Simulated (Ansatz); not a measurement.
A structure relaxed at PBE-D4/def2-SVP in Ansatz, charge 0, singlet:

```xyz
12

Ge   -0.535   -0.557    2.469
Ge   -0.866   -2.402   -0.756
Ge    1.336    0.450    0.898
Ge   -0.217    0.995   -1.081
F    -1.018   -2.033    1.178
F     1.598    2.094    1.500
F    -1.473    0.626    1.463
F    -1.436   -0.546   -1.163
F     0.329    0.810   -2.737
F     0.828   -1.783   -0.706
F     2.901    0.117    0.170
F    -1.447    2.226   -1.237
```

Q: Give its formula.

A: the cluster Ge₄F₈.

Q: Summarise the bond lengths by kind (pairs closer than 1.2 times the sum of covalent radii, bridged metal pairs left out).

A: 10 × F–Ge 1.75 to 2.02 Å; 2 × Ge–Ge 2.57 to 2.64 Å.

The structure comes from a short search, and lower isomers may exist.
